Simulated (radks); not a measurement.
Results of a calculation; reference values are marked as such.
Effect of the nuclear size on neutral sulfur, [Ne] 3s2 3p4. Level of theory: Dirac Kohn-Sham, relativistic LDA (MacDonald-Vosko exchange, VWN5 correlation), spin-unpolarised, spherical densities, finite nucleus; open shells fill j = l - 1/2 first; Fermi nuclear charge, rms radius 3.2611 fm (a radial shooting solver on a logarithmic mesh with Libxc functionals). The rms radius is varied about that value; shifts are against it.

| rms radius (fm) | total energy shift (eV) | density at nucleus (e/bohr^3) | 1s1/2 shift (meV) | 2s1/2 shift (meV) |
|---|---|---|---|---|
| 2.8404 | -0.00243 | 2922 | -1.02 | -0.072 |
| 3.1144 | -0.000885 | 2918 | -0.371 | -0.026 |
| 3.2611 | 0 | 2915 | 0.000 | 0.000 |
| 3.4796 | 0.00139 | 2912 | 0.583 | 0.041 |
| 3.6524 | 0.00256 | 2910 | 1.07 | 0.076 |

Slopes of the eigenvalues against <r^2> in GHz/fm^2, as finite differences over the two radii next to the reference (eigenvalue slopes, not the field-shift constants of lines): 1s1/2 95.8, 2s1/2 6.76.
